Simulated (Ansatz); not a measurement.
Species: dimethyl-bis(methylsulfanyl)silane, C$_{4}$H$_{12}$S$_{2}$Si, net charge 0, singlet state. 
Coordinates optimised at B3LYP-D3(BJ)/def2-TZVP (Ansatz, a first-principles code):
```
Si
C 1 1.8693
H 2 1.0907 1 111.35
H 2 1.0915 3 108.27 1 121.11
H 2 1.0920 3 107.99 4 117.32
C 1 1.8693 2 112.47 3 177.72
H 6 1.0907 1 111.35 2 177.72
H 6 1.0915 7 108.27 1 121.11
H 6 1.0920 7 107.99 8 117.32
S 1 2.1476 2 112.28 3 59.91
C 10 1.8309 1 100.81 2 -59.24
H 11 1.0878 10 107.00 1 -168.58
H 11 1.0880 12 109.15 10 120.03
H 11 1.0883 12 109.51 13 120.43
S 1 2.1476 2 104.71 3 -60.09
C 15 1.8309 1 100.81 2 178.45
H 16 1.0878 15 107.00 1 -168.58
H 16 1.0880 17 109.15 15 120.03
H 16 1.0883 17 109.51 18 120.43
```

Quantity: atomisation energy (electronic, to ground-state atoms), in eV. Cores are frozen in the correlated levels unless marked. UHF or UKS for open shells. Spin-orbit coupling is left out. Non-relativistic. The coupled-cluster limit lacks core correlation, which all-electron functionals hold. CBS marks a two-point X^-3 extrapolation of the correlation energy; Hartree-Fock from the larger set. [CCSD(T)-MP2]/basis is that difference in the basis named.

```
level                         program  atomisation energy (eV)
---------------------  --------------  -----------------------
HF/aug-cc-pV(Q+d)Z             Ansatz                    54.83
PBE-D3(BJ)/def2-TZVPD  Ansatz + dftd3                    74.18
BLYP/def2-TZVPD                Ansatz                    71.30
PBE0/6-31G*                    Ansatz                    72.76
```

Task: What does RI-MP2/CBS(aug-cc-pV(T+d)Z,aug-cc-pV(Q+d)Z)+[CCSD(T)-MP2]/aug-cc-pV(T+d)Z (Ansatz) give?

Result: 73.25 eV
